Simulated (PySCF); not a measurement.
## Basis and Hamiltonian dependence of the ionisation energy of Ge⁺

Ge⁺ [Ar] 3d10 4s2 4p1 (2P) → Ge²⁺ [Ar] 3d10 4s2 (1S). All values are computed (PySCF 2.14, energy differences of UHF-based or UKS calculations, no spin-orbit coupling). Values in eV.

```json
{"basis": "cc-pVDZ-PP with ECP10MDF", "Hamiltonian": "ECP", "functions": "23", "UHF": "15.218", "PBE": "n/a", "PBE0": "n/a", "MP2 (valence)": "15.371", "CCSD(T) (valence)": "15.457", "CCSD(T) (valence and next inner shell)": "n/a"}
{"basis": "aug-cc-pVDZ-PP with ECP10MDF", "Hamiltonian": "ECP", "functions": "32", "UHF": "15.220", "PBE": "15.692", "PBE0": "15.736", "MP2 (valence)": "15.375", "CCSD(T) (valence)": "15.464", "CCSD(T) (valence and next inner shell)": "n/a"}
{"basis": "6-31G*", "Hamiltonian": "non-relativistic", "functions": "32", "UHF": "15.322", "PBE": "n/a", "PBE0": "15.944", "MP2 (valence)": "15.472", "CCSD(T) (valence)": "15.572", "CCSD(T) (valence and next inner shell)": "n/a"}
{"basis": "ANO-RCC-VTZP", "Hamiltonian": "spin-free X2C", "functions": "43", "UHF": "15.253", "PBE": "15.803", "PBE0": "15.823", "MP2 (valence)": "15.425", "CCSD(T) (valence)": "15.519", "CCSD(T) (valence and next inner shell)": "15.579"}
{"basis": "jorge-DZP-DKH", "Hamiltonian": "spin-free X2C", "functions": "43", "UHF": "15.059", "PBE": "n/a", "PBE0": "n/a", "MP2 (valence)": "15.028", "CCSD(T) (valence)": "14.977", "CCSD(T) (valence and next inner shell)": "n/a"}
{"basis": "aug-cc-pwCVDZ-PP with ECP10MDF", "Hamiltonian": "ECP", "functions": "48", "UHF": "15.230", "PBE": "15.691", "PBE0": "15.735", "MP2 (valence)": "15.409", "CCSD(T) (valence)": "15.507", "CCSD(T) (valence and next inner shell)": "15.577"}
{"basis": "x2c-TZVPPall", "Hamiltonian": "spin-free X2C", "functions": "48", "UHF": "15.199", "PBE": "15.739", "PBE0": "15.762", "MP2 (valence)": "15.437", "CCSD(T) (valence)": "15.532", "CCSD(T) (valence and next inner shell)": "15.632"}
{"basis": "aug-cc-pVTZ-PP with ECP10MDF", "Hamiltonian": "ECP", "functions": "55", "UHF": "15.250", "PBE": "15.692", "PBE0": "15.744", "MP2 (valence)": "15.489", "CCSD(T) (valence)": "15.582", "CCSD(T) (valence and next inner shell)": "n/a"}
{"basis": "x2c-TZVPPall with one added diffuse shell each of s, p, d type", "Hamiltonian": "spin-free X2C", "functions": "57", "UHF": "15.200", "PBE": "15.741", "PBE0": "15.765", "MP2 (valence)": "15.439", "CCSD(T) (valence)": "15.535", "CCSD(T) (valence and next inner shell)": "15.635"}
{"basis": "aug-cc-pVQZ-PP with ECP10MDF", "Hamiltonian": "ECP", "functions": "89", "UHF": "15.255", "PBE": "15.700", "PBE0": "15.750", "MP2 (valence)": "15.521", "CCSD(T) (valence)": "15.605", "CCSD(T) (valence and next inner shell)": "n/a"}
{"basis": "dyall-av2z", "Hamiltonian": "non-relativistic", "functions": "92", "UHF": "15.208", "PBE": "15.743", "PBE0": "15.768", "MP2 (valence)": "15.376", "CCSD(T) (valence)": "15.474", "CCSD(T) (valence and next inner shell)": "n/a"}
{"basis": "aug-cc-pVQZ-DK", "Hamiltonian": "spin-free X2C", "functions": "93", "UHF": "15.255", "PBE": "15.764", "PBE0": "15.799", "MP2 (valence)": "15.518", "CCSD(T) (valence)": "15.602", "CCSD(T) (valence and next inner shell)": "n/a"}
{"basis": "x2c-QZVPPall with one added diffuse shell each of s, p, d, f type", "Hamiltonian": "spin-free X2C", "functions": "113", "UHF": "15.257", "PBE": "15.777", "PBE0": "15.808", "MP2 (valence)": "15.521", "CCSD(T) (valence)": "n/a", "CCSD(T) (valence and next inner shell)": "n/a"}
```

Question: Estimate the row for aug-cc-pVTZ-PP with one added diffuse shell each of s, d, f type with ECP10MDF (ECP, 68 functions).

Answer: From the rows with the same Hamiltonian and similar size; the calculation gives UHF 15.25; PBE 15.69; PBE0 15.74; MP2 (valence) 15.49; CCSD(T) (valence) 15.58 (eV).

Extrapolation of CCSD(T) (valence) from aug-cc-pVTZ-PP with ECP10MDF and aug-cc-pVQZ-PP with ECP10MDF: the correlation parts are 0.332 and 0.351 eV; with the X⁻³ form and unrounded values, (4³ × 0.351 − 3³ × 0.332)/(4³ − 3³) = 0.365 eV, and adding the Hartree-Fock value 15.255 eV of the larger basis gives 15.619 eV.

Frozen in the all-electron rows: valence: [Ar] 3d10; valence and next inner shell: [Ne]; with a core potential, the same shells as far as they lie outside it.

Non-relativistic rows lack the scalar-relativistic shift.

Reference for a calculation without spin-orbit coupling: 15.789 eV (measured, between term centres; NIST).
